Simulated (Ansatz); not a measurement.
`[NH2][Al]([Cl])[Br]` + `[Cl][In]([Br])[Br]` → `[NH2][Al]([Cl])[Cl]` + `[Br][In]([Br])[Br]`  (redistribution)

Isolated molecules relaxed with PBE0-D4/def2-TZVP in Ansatz; ΔE leaves out vibrations. CCSD(T)/CBS is the MP2 limit (def2-TZVPP, def2-QZVPP) plus CCSD(T) − MP2 in def2-TZVPP, frozen cores. def2 core potentials past Kr. For Br, In outer-core shells are correlated without core-valence functions, which leaves a few kJ/mol of doubt a bond. Scalar relativity is left out up to krypton. Each species was taken in one conformer, which may not be the lowest.

```csv
species,SCS-MP2/def2-QZVPP energy (Eh)
`[NH2][Al]([Cl])[Br]`,-3330.80906
`[Cl][In]([Br])[Br]`,-5795.51906
`[NH2][Al]([Cl])[Cl]`,-1217.54466
`[Br][In]([Br])[Br]`,-7908.79125
```

Q: Work out ΔE.

A: ΔE = (-1217.54466) + (-7908.79125) − (-3330.80906) − (-5795.51906) = -0.00779 Eh = -4.9 kcal/mol. CCSD(T)/CBS gives -4.9 kcal/mol.

Largest T1 diagnostic among the species: 0.010.

Leaving LDA and LC-ωPBE aside and taking each functional with its dispersion term where it has one, the values, not all of them listed here, spread over 0.6 kcal/mol, from BHLYP-D4 to revPBE-D4.
